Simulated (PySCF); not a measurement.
Electronic structure of C⁺ (carbon, charge +1) at the UHF level

Configuration: [He] 2s1 2p1 3d1, one real determinant (an excited configuration). Calculation: PySCF 2.14, in aug-cc-pV5Z (7s6p5d4f3g2h, 127 functions); no relativity, point nucleus.

| Property | Result |
| --- | --- |
| Total energy | -36.466155 hartree |
| One-electron energy | -45.2243 hartree |
| Hartree (Coulomb) energy | 13.3507 hartree |
| Exchange energy | -4.5926 hartree |
| Kinetic energy | 36.51859 hartree |
| ⟨S²⟩ | 3.7500 |
| ⟨L²⟩ | 8.009 |
| Sum of ⟨r⟩ | 7.501 bohr |
| Sum of ⟨r²⟩ | 24.96 bohr² |
| Traceless quadrupole moment −½Σ⟨3z² − r²⟩ along its main axis | 4.93 e·bohr² |
| Density at the nucleus (Gaussians lack the cusp) | 125 bohr⁻³ |
| Spin density at the nucleus | 4.14 bohr⁻³ |
| Langevin diamagnetic susceptibility | -19.8 ×10⁻⁶ cm³/mol |

| shell | electrons | mean orbital energy (hartree) | rms radius, mean of both spins (bohr) |
| --- | --- | --- | --- |
| 1s α | 1 | -12.37902 | 0.311 |
| 1s β | 1 | -12.27070 | 0.311 |
| 2s α | 1 | -1.56313 | 1.48 |
| 2p α | 1 | -1.26696 | 1.45 |
| 3d α | 1 | -0.22824 | 4.53 |

⟨L²⟩ = 8.01 against 12 for a pure F term, so this real determinant mixes terms. The outer electron is Rydberg-like, and this basis confines it to a smaller radius and binds it less than a complete one would.

Spin-orbit constants ζ (cm⁻¹) from the X2C one-electron operator on these orbitals (non-relativistic here): bare nucleus, nucleus screened by l(l+1)(2l+1)/3 electrons, and screened by the Breit-Pauli mean field of the electrons.

| shell | bare | screened nucleus | mean field |
| --- | --- | --- | --- |
| 2p | 96.09 | 64.06 | 53.09 |
| 3d | 1.236 | 0.4120 | 0.3617 |

To first order the Landé constant is A = 5.980 cm⁻¹, so the lowest level has J = 3/2 and lies 0.00445 eV below the centre of the term. This holds in LS coupling only.
